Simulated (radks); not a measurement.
Excited configurations of the krypton ion Kr2+: one electron is placed in a higher orbital outside [Ar] 3d10 4s2 4p3. The ground configuration is [Ar] 3d10 4s2 4p4. All-electron calculation, Dirac Kohn-Sham, PBE, spin-unpolarised, spherical densities, finite nucleus; open shells fill j = l - 1/2 first; Fermi nuclear charge, rms radius 4.1884 fm. Program: a radial shooting solver on a logarithmic mesh with Libxc functionals. Excitation = E - E(ground); binding = E(ion) - E, where the ion is the core of charge +3; n* = 3/sqrt(2 binding) in atomic units, and the quantum defect is n - n*.

[
 {"outer orbital": "4d3/2", "excitation (eV)": "18.915", "binding (eV)": "17.812", "n*": "2.622", "quantum defect": "1.378", "eigenvalue (eV)": "-13.612"},
 {"outer orbital": "4f5/2", "excitation (eV)": "28.629", "binding (eV)": "8.098", "n*": "3.889", "quantum defect": "0.111", "eigenvalue (eV)": "-6.321"},
 {"outer orbital": "5s1/2", "excitation (eV)": "19.189", "binding (eV)": "17.537", "n*": "2.642", "quantum defect": "2.358", "eigenvalue (eV)": "-14.722"},
 {"outer orbital": "5p1/2", "excitation (eV)": "22.690", "binding (eV)": "14.037", "n*": "2.954", "quantum defect": "2.046", "eigenvalue (eV)": "-11.720"},
 {"outer orbital": "5f5/2", "excitation (eV)": "31.256", "binding (eV)": "5.471", "n*": "4.731", "quantum defect": "0.269", "eigenvalue (eV)": "-4.495"},
 {"outer orbital": "6s1/2", "excitation (eV)": "27.347", "binding (eV)": "9.379", "n*": "3.613", "quantum defect": "2.387", "eigenvalue (eV)": "-8.044"},
 {"outer orbital": "6d3/2", "excitation (eV)": "30.955", "binding (eV)": "5.772", "n*": "4.606", "quantum defect": "1.394", "eigenvalue (eV)": "-4.894"},
 {"outer orbital": "6f5/2", "excitation (eV)": "32.876", "binding (eV)": "3.851", "n*": "5.639", "quantum defect": "0.361", "eigenvalue (eV)": "-3.259"},
 {"outer orbital": "7s1/2", "excitation (eV)": "30.884", "binding (eV)": "5.842", "n*": "4.578", "quantum defect": "2.422", "eigenvalue (eV)": "-5.065"},
 {"outer orbital": "7d3/2", "excitation (eV)": "32.753", "binding (eV)": "3.974", "n*": "5.551", "quantum defect": "1.449", "eigenvalue (eV)": "-3.420"}
]

The Delta-SCF ionisation energy is 36.727 eV (NIST Atomic Spectra Database: 35.84 eV, measured). Self-interaction in the functional shifts the binding energies and quantum defects, so they are the method's values and not measured ones. Spin polarisation and multiplet splitting are left out, so open shells lie too high by an amount that depends on their filling.

Beside tabulated values, note that spin-unpolarised runs miss the spin-polarisation part of the exchange energy of open shells.
